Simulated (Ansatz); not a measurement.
Isolated molecules relaxed with PBE0-D4/def2-TZVP in Ansatz; ΔE leaves out vibrations. CCSD(T)/CBS adds triple-zeta CCSD(T) − MP2 to the extrapolated MP2 energy (def2 sets, frozen cores). This one scheme is used for every species. Functionals use def2-TZVPP. Triplets are unrestricted, without spin–orbit coupling. Each species was taken in one conformer, which may not be the lowest.

Reaction (formal loss of a carbene): `CB[CH2][AlH2]` → `C[BH][AlH2]` + `[CH2]` (triplet)

```
        level  ΔE (kcal/mol)
      LC-ωPBE          128.8
HF/def2-TZVPP           94.2
```

Task: What does CCSD(T)/CBS give? (Best estimate.)

Result: Computed: +132.2 kcal/mol. The listed levels differ from it by -3.4, -38.0 kcal/mol.

Task: What do rigid-rotor, harmonic-oscillator terms from PBE0-D4/def2-TZVP frequencies (298.15 K, 1 bar) make of the CCSD(T)/CBS value? (Estimate.)

Result: The calculation gave: ΔZPE = -6.7 kcal/mol, ΔH = +127.1 kcal/mol, ΔS = 156 J/(mol·K), ΔG = +116.0 kcal/mol. Open shells count their whole term as degenerate.

Largest T1 diagnostic among the species: 0.011.

From BLYP to BHLYP (50 % exact exchange), in def2-TZVPP and without D4, ΔE moves by −0.8 kcal/mol. In def2-TZVPP, CCSD(T) changes the Hartree–Fock value by +35.0 kcal/mol (the triples alone add +3.2 kcal/mol) and MP2 by +40.6 kcal/mol.
